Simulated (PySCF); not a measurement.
Ru²⁸⁺: ionisation energy

Ru²⁸⁺ [Ne] 3s2 3p4 (3P) → Ru²⁹⁺ [Ne] 3s2 3p3 (4S), as a difference of total energies. Computed with PySCF 2.14 in an even-tempered Gaussian basis (18 s from 3.4 bohr⁻², ratio 2.5; 12 p from 4.4 bohr⁻², ratio 2.5; 5 d from 21 bohr⁻², ratio 2.7; 4 f from 32 bohr⁻², ratio 2.7), with scalar relativity by spin-free X2C-1e. Correlated levels: outer shells: 1s2 frozen; virtual orbitals above 40 to 60 times the deepest correlated orbital energy dropped. The calculations carry no spin-orbit coupling.

```
                method  ionisation energy (eV)
                   UHF                  1579.1
                   LDA                  1581.7
                   PBE                  1582.0
                  PBE0                  1581.8
                r2SCAN                  1581.6
               r2SCAN0                  1581.4
                 M06-L                  1580.9
    MP2 (outer shells)                  1580.1
SCS-MP2 (outer shells)                  1580.2
```

Spin-orbit coupling is strong in these open shells (close to jj coupling). The scalar numbers leave it out and a first-order estimate fails, so it can dominate the gap to the real levels.

Breit and QED terms and the two-electron picture change are absent.

For comparison: 1577 ± 2.1 eV (semi-empirical (NIST evaluation); NIST Atomic Spectra Database, ionization energies).
